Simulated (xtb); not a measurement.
xtb input:

```bash
xtb mol.xyz --gfn 2 --sp --chrg 0 --uhf 0
```
mol.xyz:
```
11

Si    -0.00017859    -0.00176923     0.00259676
F     -0.41457431    -0.78090391     1.34927694
N      1.56556629    -0.24238545    -0.60616918
N     -0.06314190     1.63564781     0.48785915
N     -1.05812403    -0.67785810    -1.15681422
H      2.36347928     0.20689203    -0.18870565
H      1.80921980    -1.08185731    -1.10487868
H     -0.70889264     1.93491060     1.20015500
H      0.16235993     2.38050024    -0.15045162
H     -1.03009065    -0.39215403    -2.12153395
H     -1.97250920    -1.00321691    -0.88856239
```

What final total energy does it print?

-18.38841 Eh (GFN2-xTB).
